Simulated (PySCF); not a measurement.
PySCF input for C₂H₆Si, SMILES C1C[SiH2]1, PBE/pcJ-1. The structure is a stationary point at B3LYP-D3(BJ)/def2-TZVP.

```python
import numpy as np
from pyscf import gto, scf, dft
from pyscf.prop.ssc import rks as ssc

mol = gto.M(
    atom='''
    C     0.00000000    0.77617624    0.84461187
    C     0.00000000   -0.77617624    0.84461187
    Si   -0.00000000    0.00000000   -0.83640451
    H     0.90142338    1.25414997    1.21011927
    H    -0.90142339    1.25414997    1.21011927
    H    -0.90142339   -1.25414997    1.21011927
    H     0.90142339   -1.25414996    1.21011927
    H     1.23898087    0.00000000   -1.63307820
    H    -1.23898086    0.00000000   -1.63307820
    ''',
    basis='pcJ-1',
    charge=0,
    spin=0,
    max_memory=1600,
    verbose=3,
)
mf = dft.RKS(mol, xc='pbe')
mf.grids.level = 3
mf.conv_tol = 1e-10
mf.max_cycle = 100
mf.kernel()
j = ssc.SSC(mf)
j.with_fcsd = True
j.max_cycle_cphf = 80
j.conv_tol = 1e-7
e11 = j.kernel()
```

Output:

```
converged SCF energy = -367.065803256974
Reduced spin-spin coupling constant K (Hz)
               #0        #1        #2        #3        #4
        0 C    0.00000
        1 C    2.72222   0.00000
        2 Si  10.73866  10.74684   0.00000
        3 H   19.08308  -0.21621  -0.54956   0.00000
        4 H   19.08303  -0.21621  -0.54961  -0.31971   0.00000
        5 H   -0.21623  19.08308  -0.54966   0.27010   0.43757
        6 H   -0.21622  19.08306  -0.54959   0.43757   0.27009
        7 H    0.11806   0.11803  39.52665   0.11003   0.05013
        8 H    0.11804   0.11805  39.52636   0.05014   0.11003
               #5        #6        #7        #8
        5 H    0.00000
        6 H   -0.31973   0.00000
        7 H    0.05016   0.11006   0.00000
        8 H    0.11003   0.05014   0.80617   0.00000
Spin-spin coupling constant J (Hz)
               #0        #1        #2        #3        #4
        0 C    0.00000
        1 C    5.37238   0.00000
        2 Si -16.75413 -16.76688   0.00000
        3 H  149.74329  -1.69659   3.40909   0.00000
        4 H  149.74292  -1.69656   3.40943  -9.97495   0.00000
        5 H   -1.69672 149.74334   3.40976   8.42720  13.65232
        6 H   -1.69662 149.74318   3.40929  13.65218   8.42690
        7 H    0.92640   0.92617 -245.19808   3.43304   1.56398
        8 H    0.92627   0.92629 -245.19629   1.56425   3.43308
               #5        #6        #7        #8
        5 H    0.00000
        6 H   -9.97550   0.00000
        7 H    1.56486   3.43373   0.00000
        8 H    3.43300   1.56422  25.15244   0.00000
```

Self-consistency was reached.
